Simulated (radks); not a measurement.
Valence configurations of Ar2+ (all share [Ne]). Calculated with a radial shooting solver on a logarithmic mesh with Libxc functionals: scalar-relativistic Kohn-Sham, PBE, spin-polarised, spherical densities, finite nucleus; open shells are filled with parallel spins first; Fermi nuclear charge, rms radius 3.4274 fm. Energies are relative to 3s2 3p4; eigenvalues in eV for spin up.

[
 {"valence": "3s2 3p4", "E (eV)": "0.000", "moment (Bohr magnetons)": "2", "e(3p)": "-36.468", "e(3s)": "-51.661"},
 {"valence": "3p6", "E (eV)": "31.595", "moment (Bohr magnetons)": "0", "e(3p)": "-36.459", "e(3s)": "-"},
 {"valence": "3s1.5 3p4.5", "E (eV)": "7.525", "moment (Bohr magnetons)": "2", "e(3p)": "-36.763", "e(3s)": "-52.002"},
 {"valence": "3s1 3p5", "E (eV)": "15.050", "moment (Bohr magnetons)": "2", "e(3p)": "-37.057", "e(3s)": "-52.342"},
 {"valence": "3s0.5 3p5.5", "E (eV)": "23.651", "moment (Bohr magnetons)": "1", "e(3p)": "-36.803", "e(3s)": "-52.066"}
]

NIST lists [Ne] 3s2 3p4 as the ground configuration; this level of theory agrees among the configurations tried. The energies are those of spherical high-spin densities, not of single terms.
